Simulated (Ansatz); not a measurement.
Ideal-gas functions of BrH3OSSi, SMILES `O[SiH](S)Br` at 500 K and 1 bar, from an Ansatz frequency run at PBE0-D4/def2-TZVP.

Molar mass 159.08 g/mol, point group C1 (symmetry number 1), electronic degeneracy 1, moments of inertia 120.539, 335.672, 429.849 u Å². Harmonic wavenumbers (cm⁻¹, unscaled): 122, 165, 191, 261, 329, 413, 534, 723, 777, 805, 874, 944, 2293, 2720, 3905.

Use S(trans) = R[1.5 ln M + 2.5 ln T − 1.1517]; rotational temperatures θ = 24.2544 K / I; S(rot) = R[ln(√π/σ · √(T³/θAθBθC)) + 1.5]; for each mode x = 1.438777 ν̃/T, S = R[x/(eˣ − 1) − ln(1 − e⁻ˣ)] and H = RT x/(eˣ − 1); 1 cm⁻¹ = 0.0119627 kJ/mol; R = 8.31446 J/(mol·K).

Question: By hand: the entropy, in J/(mol·K).

Answer: Translation 182.8. Rotation: θ = 0.2012, 0.0723, 0.0564 K, giving 124.3. Vibration, mode by mode: 17.06, 14.59, 13.39, 10.89, 9.07, 7.35, 5.52, 3.58, 3.17, 2.97, 2.54, 2.17, 0.09, 0.03, 0.00, in all 92.4. Electronic 0.0. Sum 399.5 J/(mol·K).

Question: By hand: H − E and G − E in kJ/mol, counted from the electronic energy.

Answer: Zero-point energy ½ × 15056 × 0.0119627 = 90.1; thermal vibration 24.2; translation, rotation and pV give 4 RT = 16.6. H − E = 130.9 kJ/mol, and G − E = 130.9 − 500 × 399.5/1000 = -68.8 kJ/mol.

Vibration gives 23 % of the entropy, 17.1 J/(mol·K) of it from the mode under 150 cm⁻¹: soft modes count most, and the harmonic formula is weakest for them. The sum counts one conformer and one mirror image; others add a mixing term.
